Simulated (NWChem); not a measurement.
Program: NWChem. System: trisilylphosphine (H₉PSi₃), charge 0, spin multiplicity 1, at a geometry optimised with B3LYP/def2-SVP. Level: PBE/def2-SVP.

Input file:

```
start mol
memory heap 200 mb stack 900 mb global 1100 mb
geometry units angstroms nocenter noautoz
  Si    -1.013051     0.173001     1.739524
  P      0.035578    -0.854055     0.000000
  Si    -1.013051     0.173001    -1.739524
  Si     1.999375     0.296627     0.000000
  H     -2.420741    -0.317647     1.778537
  H     -1.024022     1.664166     1.647051
  H     -0.315411    -0.227100     2.995312
  H     -2.420741    -0.317647    -1.778537
  H     -0.315411    -0.227100    -2.995312
  H     -1.024022     1.664166    -1.647051
  H      2.763576    -0.103196    -1.216513
  H      2.763576    -0.103196     1.216513
  H      1.833724     1.781581     0.000000
  symmetry group Cs
end
basis spherical
  * library def2-svp
end
dft
  xc xpbe96 cpbe96
  semidirect memsize 60000000 filesize 0
  iterations 100
end
task dft energy
```

Part of the output:

```
             Northwest Computational Chemistry Package (NWChem) 7.3.0
             --------------------------------------------------------

                                NWChem Input Module
                                -------------------

 Scaling coordinates for geometry "geometry" by  1.889725989
 (inverse scale =  0.529177249)

 Turning off AUTOSYM since
 SYMMETRY directive was detected!

                             Geometry "geometry" -> ""
                             -------------------------

 Output coordinates in angstroms (scale by  1.889725989 to convert to a.u.)

  No.       Tag          Charge          X              Y              Z
 ---- ---------------- ---------- -------------- -------------- --------------
    1 Si                  14.0000    -1.01305100     0.17300100     1.73952400
    2 P                   15.0000     0.03557800    -0.85405500     0.00000000
    3 Si                  14.0000    -1.01305100     0.17300100    -1.73952400
    4 Si                  14.0000     1.99937500     0.29662700     0.00000000
    5 H                    1.0000    -2.42074100    -0.31764700     1.77853700
    6 H                    1.0000    -1.02402200     1.66416600     1.64705100
    7 H                    1.0000    -0.31541100    -0.22710000     2.99531200
    8 H                    1.0000    -2.42074100    -0.31764700    -1.77853700
    9 H                    1.0000    -0.31541100    -0.22710000    -2.99531200
   10 H                    1.0000    -1.02402200     1.66416600    -1.64705100
   11 H                    1.0000     2.76357600    -0.10319600    -1.21651300
   12 H                    1.0000     2.76357600    -0.10319600     1.21651300
   13 H                    1.0000     1.83372400     1.78158100     0.00000000

 Effective nuclear repulsion energy (a.u.)     341.5243905481

            Nuclear Dipole moment (a.u.)
            ----------------------------
        X                 Y               Z
 ---------------- ---------------- ----------------
     0.0000377945     0.0000151178    -0.0000000000

      Symmetry information
      --------------------

 Group name             Cs
 Group number              2
 Group order               2
 No. of unique centers     8

      Symmetry unique atoms

     1    2    4    5    6    7   11   13


 Summary of "ao basis" -> "" (spherical)
 ------------------------------------------------------------------------------
       Tag                 Description            Shells   Functions and Types
 ---------------- ------------------------------  ------  ---------------------
 *                          def2-svp                  on all atoms

  pbe96 is a nonlocal functional; adding pw91lda local functional.

                                 NWChem DFT Module
                                 -----------------

 Summary of "ao basis" -> "ao basis" (spherical)
 ------------------------------------------------------------------------------
       Tag                 Description            Shells   Functions and Types
 ---------------- ------------------------------  ------  ---------------------
 Si                         def2-svp                 8       18   4s3p1d
 P                          def2-svp                 8       18   4s3p1d
 H                          def2-svp                 3        5   2s1p

 Summary of "ao basis" -> "ao basis" (spherical)
 ------------------------------------------------------------------------------
       Tag                 Description            Shells   Functions and Types
 ---------------- ------------------------------  ------  ---------------------
 Si                         def2-svp                 8       18   4s3p1d
 P                          def2-svp                 8       18   4s3p1d
 H                          def2-svp                 3        5   2s1p

      Symmetry analysis of basis
      --------------------------

        a'         68
        a"         49

            General Information
            -------------------
          SCF calculation type: DFT
          Wavefunction type:  closed shell.
          No. of atoms     :    13
          No. of electrons :    66
           Alpha electrons :    33
            Beta electrons :    33
          Charge           :     0
          Spin multiplicity:     1
          Use of symmetry is: on ; symmetry adaption is: on
          Maximum number of iterations: 100
          AO basis - number of functions:   117
                     number of shells:    59
          Convergence on energy requested:  1.00D-06
          Convergence on density requested:  1.00D-05
          Convergence on gradient requested:  5.00D-04

              XC Information
              --------------
          PerdewBurkeErnzerhof Exchange Functional  1.000
            Perdew 1991 LDA Correlation Functional  1.000 local
           PerdewBurkeErnz. Correlation Functional  1.000 non-local

             Grid Information
             ----------------
          Grid used for XC integration:  medium
          Radial quadrature: Mura-Knowles
          Angular quadrature: Lebedev.
          Tag              B.-S. Rad. Rad. Pts. Rad. Cut. Ang. Pts.
          ---              ---------- --------- --------- ---------
          Si                  1.10       88          12.0       590
          P                   1.00       88          10.0       590
          H                   0.35       45          14.0       434
          Grid pruning is: on
          Number of quadrature shells:   489
          Spatial weights used:  Erf1

          Convergence Information
          -----------------------
          Convergence aids based upon iterative change in
          total energy or number of iterations.
          Levelshifting, if invoked, occurs when the
          HOMO/LUMO gap drops below (HL_TOL):  1.00D-02
          DIIS, if invoked, will attempt to extrapolate
          using up to (NFOCK): 10 stored Fock matrices.

                    Damping( 0%)  Levelshifting(0.5)       DIIS
                  --------------- ------------------- ---------------
          dE  on:    start            ASAP                start
          dE off:    2 iters        100 iters           100 iters

      Screening Tolerance Information
      -------------------------------
          Density screening/tol_rho:  1.00D-10
          AO Gaussian exp screening on grid/accAOfunc:  14
          CD Gaussian exp screening on grid/accCDfunc:  20
          XC Gaussian exp screening on grid/accXCfunc:  20
          Schwarz screening/accCoul:  1.00D-08

      Superposition of Atomic Density Guess
      -------------------------------------

 Sum of atomic energies:       -1211.24680441

      Non-variational initial energy
      ------------------------------

 Total energy =   -1212.508991
 1-e energy   =   -2358.384801
 2-e energy   =     804.351419
 HOMO         =      -0.268609
 LUMO         =       0.060187

      Symmetry analysis of molecular orbitals - initial
      -------------------------------------------------

  Numbering of irreducible representations:

     1 a'          2 a"

  Orbital symmetries:

     1 a'          2 a"          3 a'          4 a'          5 a'
     6 a'          7 a'          8 a"          9 a"         10 a'
    11 a'         12 a'         13 a"         14 a"         15 a'
    16 a"         17 a'         18 a'         19 a'         20 a"
    21 a'         22 a'         23 a"         24 a'         25 a'
    26 a'         27 a"         28 a'         29 a"         30 a"
    31 a"         32 a'         33 a'         34 a'         35 a"
    36 a'         37 a"         38 a'         39 a'         40 a'
    41 a"         42 a'         43 a'

------------------------------------------------------------
EAF file 0: "./mol.aoints.0" size=524288 bytes
------------------------------------------------------------
               write      read    awrite     aread      wait
               -----      ----    ------     -----      ----
     calls:        1         0         0         0         0
   data(b): 5.24e+05  0.00e+00  0.00e+00  0.00e+00
   time(s): 0.00e+00  0.00e+00  0.00e+00  0.00e+00  0.00e+00
rate(mb/s): 0.00e+00  0.00e+00
------------------------------------------------------------

   convergence    iter        energy       DeltaE   RMS-Dens  Diis-err    time
 ---------------- ----- ----------------- --------- --------- ---------  ------
 d= 0,ls=0.0,diis     1  -1214.1870518831 -1.56D+03  7.87D-03  3.72D-01     1.5
 d= 0,ls=0.0,diis     2  -1214.2068043138 -1.98D-02  5.32D-03  1.14D-01     1.9
 d= 0,ls=0.0,diis     3  -1214.2224045710 -1.56D-02  2.03D-03  4.16D-02     2.3
 d= 0,ls=0.0,diis     4  -1214.2302357648 -7.83D-03  5.29D-04  1.30D-03     2.8
 d= 0,ls=0.0,diis     5  -1214.2304909563 -2.55D-04  1.51D-04  1.50D-04     3.2
  Resetting Diis
 d= 0,ls=0.0,diis     6  -1214.2305202812 -2.93D-05  3.47D-05  1.08D-05     3.6
 d= 0,ls=0.0,diis     7  -1214.2305223854 -2.10D-06  6.78D-06  1.02D-07     4.1
 d= 0,ls=0.0,diis     8  -1214.2305223843  1.15D-09  4.24D-06  9.78D-08     4.5

         Total DFT energy =    -1214.230522384300
      One electron energy =    -2361.289493290603
           Coulomb energy =      894.136683953724
    Exchange-Corr. energy =      -88.602103595564
 Nuclear repulsion energy =      341.524390548144

 Numeric. integr. density =       66.000009228390

     Total iterative time =      4.2s

                  Occupations of the irreducible representations
                  ----------------------------------------------

                     irrep           alpha         beta
                     --------     --------     --------
                     a'               21.0         21.0
                     a"               12.0         12.0

                       DFT Final Molecular Orbital Analysis
                       ------------------------------------

 Vector   31  Occ=2.000000D+00  E=-2.766578D-01  Symmetry=a'
              MO Center=  1.1D-01, -2.9D-01, -8.1D-12, r^2= 5.5D+00
   Bfn.  Coefficient  Atom+Function         Bfn.  Coefficient  Atom+Function
  ----- ------------  ---------------      ----- ------------  ---------------
    29      0.300405   2 P  px               26      0.287356   2 P  px
    62     -0.230489   4 Si px               65     -0.212184   4 Si px
    73      0.174470   5 H  s                88      0.174470   8 H  s
    23     -0.159456   2 P  px              103     -0.132892  11 H  s
   108     -0.132892  12 H  s                59      0.127247   4 Si px

 Vector   32  Occ=2.000000D+00  E=-2.766185D-01  Symmetry=a"
              MO Center= -8.9D-02, -2.9D-01,  8.2D-12, r^2= 5.5D+00
   Bfn.  Coefficient  Atom+Function         Bfn.  Coefficient  Atom+Function
  ----- ------------  ---------------      ----- ------------  ---------------
    31      0.300799   2 P  pz               28      0.287659   2 P  pz
    10     -0.194745   1 Si pz               46     -0.194745   3 Si pz
    13     -0.177338   1 Si pz               49     -0.177338   3 Si pz
    83     -0.177370   7 H  s                93      0.177370   9 H  s
    25     -0.159629   2 P  pz              103      0.124741  11 H  s

 Vector   33  Occ=2.000000D+00  E=-2.269016D-01  Symmetry=a'
              MO Center=  2.1D-02, -5.1D-01, -9.1D-15, r^2= 3.7D+00
   Bfn.  Coefficient  Atom+Function         Bfn.  Coefficient  Atom+Function
  ----- ------------  ---------------      ----- ------------  ---------------
    30      0.489133   2 P  py               27      0.339355   2 P  py
    21     -0.261537   2 P  s                22     -0.201266   2 P  s
    24     -0.195199   2 P  py               20     -0.157960   2 P  s
    79     -0.132134   6 H  s                99     -0.132134  10 H  s
   114     -0.132218  13 H  s                78     -0.130194   6 H  s

 Vector   34  Occ=0.000000D+00  E=-3.104862D-02  Symmetry=a'
              MO Center= -4.9D-03,  1.4D-01, -1.3D-11, r^2= 7.2D+00
   Bfn.  Coefficient  Atom+Function         Bfn.  Coefficient  Atom+Function
  ----- ------------  ---------------      ----- ------------  ---------------
    22      1.300042   2 P  s                30      0.634055   2 P  py
    65      0.567447   4 Si px               13      0.506270   1 Si pz
    49     -0.506270   3 Si pz               66      0.432826   4 Si py
    12      0.396060   1 Si py               48      0.396060   3 Si py
    11     -0.307904   1 Si px               21      0.308409   2 P  s

 Vector   35  Occ=0.000000D+00  E=-2.547191D-02  Symmetry=a'
              MO Center= -3.6D-01,  6.8D-02, -1.1D-10, r^2= 6.7D+00
   Bfn.  Coefficient  Atom+Function         Bfn.  Coefficient  Atom+Function
  ----- ------------  ---------------      ----- ------------  ---------------
    84     -0.641865   7 H  s                94     -0.641865   9 H  s
    11      0.591960   1 Si px               47      0.591960   3 Si px
    66      0.454650   4 Si py               13      0.391053   1 Si pz
    49     -0.391053   3 Si pz               74      0.371356   5 H  s
    89      0.371356   8 H  s               114     -0.286558  13 H  s

 Vector   36  Occ=0.000000D+00  E=-2.545064D-02  Symmetry=a"
              MO Center=  3.6D-01,  9.8D-02,  1.1D-10, r^2= 6.7D+00
   Bfn.  Coefficient  Atom+Function         Bfn.  Coefficient  Atom+Function
  ----- ------------  ---------------      ----- ------------  ---------------
    67      0.808928   4 Si pz              104      0.585299  11 H  s
   109     -0.585299  12 H  s                74      0.526449   5 H  s
    89     -0.526449   8 H  s                12      0.415044   1 Si py
    48     -0.415044   3 Si py               11      0.374970   1 Si px
    47     -0.374970   3 Si px               79     -0.249582   6 H  s

 center of mass
 --------------
 x =   0.00294987 y =  -0.07058387 z =   0.00000000

 moments of inertia (a.u.)
 ------------------
         849.520841245623         -24.386419093652           0.000000000000
         -24.386419093652        1444.259240423595           0.000000000000
           0.000000000000           0.000000000000         849.468121840053

     Multipole analysis of the density
     ---------------------------------

     L   x y z        total         alpha         beta         nuclear
     -   - - -        -----         -----         ----         -------
     0   0 0 0     -0.000000    -33.000000    -33.000000     66.000000

     1   1 0 0     -0.011147     -0.005592     -0.005592      0.000038
     1   0 1 0      0.277236      0.138610      0.138610      0.000015
     1   0 0 1      0.000000      0.000000      0.000000     -0.000000

     2   2 0 0    -43.515397   -231.331054   -231.331054    419.146711
     2   1 1 0      0.107733     -6.926375     -6.926375     13.960484
     2   1 0 1      0.000000      0.000000      0.000000      0.000000
     2   0 2 0    -46.108452    -62.425516    -62.425516     78.742581
     2   0 1 1     -0.000000     -0.000000     -0.000000      0.000000
     2   0 0 2    -43.508048   -231.343292   -231.343292    419.178537

 Task  times  cpu:        4.5s     wall:        4.5s

 Total times  cpu:        4.5s     wall:        4.5s
```
